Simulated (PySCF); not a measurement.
Species: CH₁₃NSi₄.
SMILES: `[SiH3]C[SiH2]N([SiH3])[SiH3]`

Computed, not measured: PySCF 2.14.0, density-fitted response routines, TDDFT wB97X-D/def2-SVPD, vertical, gas phase, core orbitals frozen in the response. One conformer (not necessarily the lowest) at the GFN2-xTB geometry, without solvent, vibrations or thermal averaging. Torsions of this conformer, `[SiH3:1][CH2:2][SiH2:3][N:4]([SiH3:5])[SiH3:6]`: Si1–C2–Si3–N4 -178°, C2–Si3–N4–Si5 -169°.

Each state is given a Gaussian of 0.25 eV full width at half maximum, with ε(max) = 2.175×10⁸ f / Δν̃ (Δν̃ the width in cm⁻¹). The cross-section is σ = 3.8235×10⁻²¹ ε cm², given in Mb (10⁻¹⁸ cm²). The width is an assumption, not a result. The curve ends short of the highest state used, and states not computed would add to its high-energy end.

| λ (nm) | σ (Mb) |
| --- | --- |
| 165.8 | 9.15 |
| 166.6 | 8.66 |
| 167.4 | 7.85 |
| 168.1 | 6.82 |
| 168.9 | 5.39 |
| 169.7 | 3.90 |
| 170.5 | 2.59 |
| 171.3 | 1.58 |
| 172.1 | 0.92 |
| 172.9 | 0.60 |
| 173.6 | 0.57 |
| 174.4 | 0.84 |
| 175.2 | 1.47 |
| 176.0 | 2.52 |
| 176.8 | 3.97 |
| 177.6 | 5.73 |
| 178.4 | 7.57 |
| 179.2 | 9.14 |
| 179.9 | 10.05 |
| 180.7 | 10.35 |
| 181.5 | 9.83 |
| 182.3 | 8.61 |
| 183.1 | 6.99 |
| 183.9 | 5.26 |
| 184.7 | 3.67 |
| 185.4 | 2.53 |
| 186.2 | 1.55 |
| 187.0 | 0.89 |
| 187.8 | 0.48 |
| 188.6 | 0.24 |
| 189.4 | 0.12 |
| 190.2 | 0.06 |
| 190.9 | 0.04 |
| 191.7 | 0.03 |
| 192.5 | 0.03 |
| 193.3 | 0.04 |
| 194.1 | 0.05 |
| 194.9 | 0.05 |
| 195.7 | 0.06 |
| 196.5 | 0.06 |
| 197.2 | 0.06 |
| 198.0 | 0.06 |
| 198.8 | 0.05 |
| 199.6 | 0.04 |
| 200.4 | 0.03 |
| 201.2 | 0.02 |
| 202.0 | 0.02 |
| 202.7 | 0.01 |
| 203.5 | 0.01 |
| 204.3 | 0.01 |
| 205.1 | 0.00 |
| 205.9 | 0.00 |
| 206.7 | 0.00 |
| 207.5 | 0.00 |
| 208.3 | 0.00 |
| 209.0 | 0.00 |

Question: Locate the maxima and give the states behind the curve.

Answer: 197 nm (6.31 eV), ε about 16, made up of S1 (100%); 181 nm (6.87 eV), ε about 2700, made up of S2 (100%) (ε in L mol⁻¹ cm⁻¹; maxima over ε = 5, shares over 10%). At its high-energy end, 7.48 eV, the curve is still rising (ε about 2400, from S3, S4 and S5). The states used: S1 6.31 eV (f 0.0001); S2 6.87 eV (f 0.025); S3 7.42 eV (f 0.016); S4 7.56 eV (f 0.0085); S5 7.72 eV (f 0.035); S6 7.86 eV (f 0.0019); S7 8.02 eV (f 0.0064); S8 8.08 eV (f 0.039).

Question: What would ε be at 6.87 eV, the highest of these maxima, with half the width (0.125 eV)?

Answer: About 5400 L mol⁻¹ cm⁻¹ against 2710, a factor of about 1.99; a lone state at its own centre would give exactly 2.

Question: Coming from long wavelengths, where does ε first pass 100 L mol⁻¹ cm⁻¹?

Answer: At about 188 nm (6.59 eV), 0.29 eV above S1.

Question: On this curve, what absorbance would a 10⁻⁴ mol/L sample give at 193 nm over a 1 cm path?

Answer: 193 nm is 6.424 eV, where ε is about 9.2 L mol⁻¹ cm⁻¹, so A = ε c l ≈ 0.00092 (Beer–Lambert, with the gas-phase spectrum and the assumed width).

Time: 92 s. Hardware: one thread of an Arm Neoverse N1, no GPU (shared host).
